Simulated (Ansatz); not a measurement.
# Molecular dynamics of AlCl₂H₃S

Input file:

```yaml
crystal:
  periodic: [false, false, false]
  atoms:
    - { symbol: Al, position_ang: [0.06503, -0.322043, -0.076202] }
    - { symbol: H, position_ang: [-0.0776, -0.086335, 1.584673] }
    - { symbol: Cl, position_ang: [1.866071, 0.44911, -0.826695] }
    - { symbol: Cl, position_ang: [-1.777029, -0.061583, -1.059573] }
    - { symbol: S, position_ang: [0.331654, -2.574023, 0.645809] }
    - { symbol: H, position_ang: [-1.004097, -2.794776, 0.600957] }
    - { symbol: H, position_ang: [0.095572, -1.253352, 1.530532] }
basis:
  gaussian: { orbitals: def2-SVP }
hamiltonian:
  xc: r2scan
  dispersion: d4
md:
  timestep: 0.5
  n_steps: 200
  ensemble: nve
  temperature: 300.0
  initial_velocities: maxwell_boltzmann
  seed: 2588
```

Launched with:

```bash
$ ansatz run input.yaml --threads 2 --pin off --max-ram 3072MiB --backend cpu --events-out ev --progress --plain --runs-dir out
```

It starts at the highest image of a converged band, a first-order saddle point between two minima.

Output, in part (step lines, the closing report, with atoms numbered from 0):

```
md step     0: t =     0.00 fs  T =   300.0 K  F+E_penalty+E_count = -42513.92483890 eV  E_kin = 0.193890 eV  conserved = -42513.73094891 eV  (25 SCF iters)
md step     1: t =     0.50 fs  T =   297.2 K  F+E_penalty+E_count = -42513.92298033 eV  E_kin = 0.192059 eV  conserved = -42513.73092097 eV  (29 SCF iters)
md step     2: t =     1.00 fs  T =   289.8 K  F+E_penalty+E_count = -42513.91814474 eV  E_kin = 0.187285 eV  conserved = -42513.73085985 eV  (29 SCF iters)
md step     3: t =     1.50 fs  T =   279.3 K  F+E_penalty+E_count = -42513.91128425 eV  E_kin = 0.180501 eV  conserved = -42513.73078299 eV  (29 SCF iters)
md step     4: t =     2.00 fs  T =   267.5 K  F+E_penalty+E_count = -42513.90361955 eV  E_kin = 0.172912 eV  conserved = -42513.73070744 eV  (29 SCF iters)
md step     5: t =     2.50 fs  T =   256.4 K  F+E_penalty+E_count = -42513.89636882 eV  E_kin = 0.165722 eV  conserved = -42513.73064686 eV  (29 SCF iters)
md step     6: t =     3.00 fs  T =   247.4 K  F+E_penalty+E_count = -42513.89052436 eV  E_kin = 0.159913 eV  conserved = -42513.73061090 eV  (29 SCF iters)
md step     7: t =     3.50 fs  T =   241.5 K  F+E_penalty+E_count = -42513.88669649 eV  E_kin = 0.156092 eV  conserved = -42513.73060422 eV  (29 SCF iters)
[... lines left out ...]
Total energy: -42514.15313723 eV, -1562.3663106654 hartree
Atom 0 at     0.105841    -0.924296    -0.629337 Å, force     0.273295     3.083625     0.393610 eV/Å
Atom 1 at    -0.806139     3.742116     2.173085 Å, force    -0.055677     0.747736     0.314507 eV/Å
Atom 2 at     1.821689     0.528643    -0.584612 Å, force    -1.328508    -1.335399    -0.372114 eV/Å
Atom 3 at    -1.813314     0.111611    -0.854676 Å, force     1.122538    -0.933861    -0.112536 eV/Å
Atom 4 at     0.436594    -2.644199     0.566567 Å, force    -0.464778    -0.791805     0.121922 eV/Å
Atom 5 at    -0.911964    -2.871820     0.669437 Å, force     0.396766    -0.019150    -0.026947 eV/Å
Atom 6 at    -0.861177     4.459888     2.480275 Å, force     0.056364    -0.751145    -0.318442 eV/Å
Dipole moment:    -0.238241    -0.531055    -0.145074 e Å
```

The steps, from the saved trajectory:

| time (fs) | T (K) | potential energy less start (eV) | conserved less start (meV/atom) |
| --- | --- | --- | --- |
| 0 | 300 | 0.000 | 0.00 |
| 3 | 247 | 0.034 | 0.05 |
| 6 | 244 | 0.036 | 0.01 |
| 9 | 222 | 0.051 | 0.07 |
| 12 | 343 | -0.028 | 0.00 |
| 15 | 428 | -0.082 | 0.06 |
| 18 | 637 | -0.218 | -0.01 |
| 21 | 813 | -0.331 | 0.04 |
| 24 | 1042 | -0.479 | 0.01 |
| 27 | 1198 | -0.580 | -0.01 |
| 30 | 1305 | -0.650 | -0.04 |
| 33 | 1293 | -0.642 | 0.03 |
| 36 | 1246 | -0.611 | 0.03 |
| 39 | 1149 | -0.549 | 0.02 |
| 42 | 1069 | -0.497 | -0.01 |
| 45 | 1042 | -0.479 | 0.01 |
| 48 | 1082 | -0.505 | 0.06 |
| 51 | 1219 | -0.594 | 0.03 |
| 54 | 1331 | -0.666 | 0.00 |
| 57 | 1401 | -0.712 | -0.05 |
| 60 | 1330 | -0.666 | 0.02 |
| 63 | 1230 | -0.601 | 0.04 |
| 66 | 1108 | -0.522 | 0.05 |
| 69 | 1073 | -0.500 | -0.03 |
| 72 | 1022 | -0.466 | 0.02 |
| 75 | 1051 | -0.485 | 0.01 |
| 78 | 1017 | -0.463 | 0.07 |
| 81 | 1052 | -0.486 | -0.02 |
| 84 | 982 | -0.441 | 0.01 |
| 87 | 942 | -0.415 | -0.03 |
| 90 | 814 | -0.332 | 0.06 |
| 93 | 750 | -0.291 | 0.03 |
| 96 | 662 | -0.234 | 0.04 |
| 99 | 670 | -0.239 | -0.04 |

All steps were run. The conserved energy stayed within 0.086 meV per atom of its start (net change 0.023 meV per atom), so the integration is sound. The kinetic energy rose, since the run started high on the potential surface and went downhill. It ends in pieces (AlCl2HS + H2), so much of that is their flight and rotation, not heat. A run of 0.1 ps of so small a system gives no equilibrium averages. The orbitals stay closed-shell, which can raise the energy where a bond breaks towards radicals; this wasn't checked here.

Between its relaxed ends the band would form H2–H7 and break Al1–H2, S5–H7. These pairs go: H2–H7 1.18 → 0.78 Å, Al1–H2 1.68 → 5.52 Å, S5–H7 1.61 → 7.47 Å. In the last frame they stand as after the step (other bonds may differ from the relaxed reactants and products). Also parted: Al1–H7 1.86 → 6.29 Å. It ends as AlCl2HS + H2. Pairs count as bonded within 1.25 times the sum of covalent radii (0.12 Å more for H–H).

Last frame:

```xyz
7
Properties=species:S:1:pos:R:3
Al 0.106 -0.924 -0.629
H -0.806 3.742 2.173
Cl 1.822 0.529 -0.585
Cl -1.813 0.112 -0.855
S 0.437 -2.644 0.567
H -0.912 -2.872 0.669
H -0.861 4.460 2.480
```

The run took 13 min on 2 threads of Arm Neoverse V1, with other jobs on the host, peak memory 0.14 GiB.
